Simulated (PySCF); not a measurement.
## A small calculation by hand: oscillator strength and radiative lifetime

C₃H₅FOSi, SMILES [Si@H]1(F)C=CCO1.

The structure is a stationary point at B3LYP-D3(BJ)/def2-SVP. The structure was generated by enumeration; whether it is a known compound was not checked. The values are those of a single conformer.

TDDFT-B3LYP/def2-SVPD run with PySCF 2.14.0 puts the first singlet state with f over 0.02 at 6.38 eV (vertical), with the transition dipole (-0.621, -0.402, -0.048) in atomic units.

### Question
Find the oscillator strength, the wavelength and the radiative lifetime that this transition would have in vacuum if emission retraced absorption.

### Answer

|μ|² = 0.5495 au, so |μ| = 1.88 D. ΔE = 6.38/27.211 = 0.2345 hartree. f = (2/3) ΔE |μ|² = 0.086 (the program prints 0.086).
λ = 1239.84/6.38 = 194 nm; ν = 51458 cm⁻¹.
Einstein's coefficient A = 0.6670 ν² f s⁻¹ (ν in cm⁻¹) = 1.5e8 s⁻¹, so τ = 1/A = 6.6 ns. This state is S1. The figure is the radiative limit of this one transition; relaxation, internal conversion, crossing to triplets and a medium change what is measured.
